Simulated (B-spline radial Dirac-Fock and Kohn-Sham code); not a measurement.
## Binding energies of Te²⁶⁺

System: tellurium as Te²⁶⁺ in the configuration 1s2 2s2 2p6 3s2 3p6 3d8; nuclear rms radius 4.7423 fm (A = 130).

Method: ΔSCF Dirac-Fock with Breit, self-energy and vacuum polarisation, finite nucleus, configuration average. Computed with a radial atomic solver. Correlation and solid-state effects are left out. Energies are counted from the vacuum level.

All terms are in eV, carry their sign (relaxation lowers the binding energy) and add up to the binding energy; ⟨r⟩ is the mean radius of the orbital in the initial state.

```
subshell  −ε (Koopmans)  relaxation   Gaunt  retardation     QED  binding energy  ⟨r⟩ (bohr)
      1s        32956.5      -44.13  -78.83         6.35  -36.82         32803.1       0.028
      2s         5935.7      -16.18   -7.58         0.46   -4.66          5907.8       0.119
   2p1/2         5611.9      -19.12  -13.24         1.47    0.32          5581.3       0.101
   2p3/2         5334.6      -18.05   -9.54         1.75   -0.20          5308.5       0.106
      3s         1883.4       -2.36   -1.42         0.09   -1.03          1878.7       0.311
   3p1/2         1749.9       -2.72   -2.47         0.28    0.05          1745.1       0.301
   3p3/2         1692.9       -2.48   -1.72         0.35   -0.06          1689.0       0.310
      3d         1468.2       -3.37   -0.79         0.11    0.06          1464.2       0.281
```

For the deepest level, K (1s), the Breit terms make up -0.221 % of the binding energy, QED -0.112 % and orbital relaxation -0.135 %.

Going to the tabulated ground configuration of the next ion removes an electron from M4,5 (3d), computed at 1464.2 eV. NIST lists 1455 ± 4 eV as the ionisation energy of this species (theoretical), -9.20 eV from the computed value. Where a p, d or f shell is open in either ion the computed value averages over both j values and all terms, while the table refers to the lowest levels; that difference holds spin-orbit splitting (largest in heavy or highly charged ions), term energies where several electrons share open shells, and correlation, and it can reach 10 % or more.
